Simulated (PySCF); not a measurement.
## GdAs: f occupation and spin

Unrestricted PBE0; Gd ANO-RCC-VDZP, As ANO-RCC-VDZP; spin-free X2C with a Gaussian nucleus (PySCF 2.14). The search starts from ions with several 4f fillings and holds each by maximum overlap.

The lowest solution of each spin and filling, followed along the bond (rough minima from three points):

```json
{"2Ms+1": "10", "4f population": "7.01", "⟨S²⟩ at the start": "24.79", "R at minimum (Å)": "2.56", "Te (eV)": "0.00"}
{"2Ms+1": "8", "4f population": "7.02", "⟨S²⟩ at the start": "16.91", "R at minimum (Å)": "2.57", "Te (eV)": "0.07"}
{"2Ms+1": "6", "4f population": "7.02", "⟨S²⟩ at the start": "10.88", "R at minimum (Å)": "2.57", "Te (eV)": "0.36"}
```

Solutions at the starting distance of 2.695 Å, counted from the lowest; the search is not exhaustive:

```json
{"2Ms+1": "10", "4f population": "7.01", "E (eV)": "0.00", "⟨S²⟩": "24.79", "⟨Lz²⟩": "1.1", "μ (D)": "-6.44"}
{"2Ms+1": "8", "4f population": "7.02", "E (eV)": "0.04", "⟨S²⟩": "16.91", "⟨Lz²⟩": "1.1", "μ (D)": "-6.47"}
{"2Ms+1": "8", "4f population": "7.02", "E (eV)": "0.08", "⟨S²⟩": "16.45", "⟨Lz²⟩": "0.0", "μ (D)": "-7.04"}
{"2Ms+1": "6", "4f population": "7.02", "E (eV)": "0.33", "⟨S²⟩": "10.88", "⟨Lz²⟩": "1.1", "μ (D)": "-5.70"}
{"2Ms+1": "8", "4f population": "7.02", "E (eV)": "0.38", "⟨S²⟩": "16.78", "⟨Lz²⟩": "1.1", "μ (D)": "-6.00"}
{"2Ms+1": "10", "4f population": "7.01", "E (eV)": "0.54", "⟨S²⟩": "24.97", "⟨Lz²⟩": "0.0", "μ (D)": "-6.24"}
{"2Ms+1": "10", "4f population": "7.02", "E (eV)": "0.73", "⟨S²⟩": "24.79", "⟨Lz²⟩": "0.0", "μ (D)": "-2.16"}
{"2Ms+1": "6", "4f population": "7.02", "E (eV)": "0.75", "⟨S²⟩": "11.02", "⟨Lz²⟩": "0.5", "μ (D)": "-2.59"}
{"2Ms+1": "8", "4f population": "7.01", "E (eV)": "0.85", "⟨S²⟩": "17.76", "⟨Lz²⟩": "4.0", "μ (D)": "-4.20"}
{"2Ms+1": "6", "4f population": "7.02", "E (eV)": "1.04", "⟨S²⟩": "10.92", "⟨Lz²⟩": "0.0", "μ (D)": "-5.80"}
{"2Ms+1": "6", "4f population": "7.02", "E (eV)": "1.42", "⟨S²⟩": "10.78", "⟨Lz²⟩": "5.0", "μ (D)": "-7.71"}
```

Partly filled real f orbitals mix terms, so no term symbols are given. A positive dipole means Gd(−)As(+).

Spin–orbit coupling is left out. With d or f electrons several states lie close, and the lowest PBE0 determinant need not be the measured ground state.
